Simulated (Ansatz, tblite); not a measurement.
Isomers of Be₂F₃ (doublet), found by a short tight-binding search and relaxed with r2SCAN-D4/def2-TZVP in Ansatz.

The xTB rows come from tblite. HSE06 is defined as in plane-wave codes, on full-range PBE exchange.

Run but left out: HF/def2-TZVPP, MP2/def2-TZVPP, CCSD/def2-TZVPP, CCSD(T)/def2-TZVPP (flagged by the program: other roots).

Other spin states were run for one of them alone.

A:

```
atom   x (Å)   y (Å)   z (Å)
 Be1  -0.309   0.596  -0.641
 Be2   0.310  -0.596   0.642
  F3   0.440   1.002   0.718
  F4   0.778  -0.557  -0.893
  F5  -1.218  -0.445   0.175
```

B:

```xyz
5

Be    1.398   -0.521   -0.588
Be   -0.525    0.196    0.220
F     0.901    0.820    0.072
F    -0.042   -1.140   -0.432
F    -1.732    0.646    0.729
```

Question: Estimate their order by electronic energy at r2SCAN0-D4/def2-TZVP, counted from the lowest.

Answer: B (0.0) < A (163.7), in kJ/mol.

Question: Do the other levels pick the same lowest one?

Answer: All that were run do. Energies above each level's lowest (kJ/mol):

| level | A | B |
| --- | --- | --- |
| GFN1-xTB | 61.2 | 0.0 |
| GFN2-xTB | 142.2 | 0.0 |
| PBE-D4/def2-TZVP | 133.3 | 0.0 |
| r2SCAN-D4/def2-TZVP | 147.0 | 0.0 |
| PBE0-D4/def2-TZVP | 156.0 | 0.0 |
| r2SCAN0-D4/def2-TZVP | 163.7 | 0.0 |
| HSE06-D4/def2-TZVP | 154.4 | 0.0 |
Point groups (tolerance 0.1 Å): A D3h, B C2v. Lower isomers may exist.
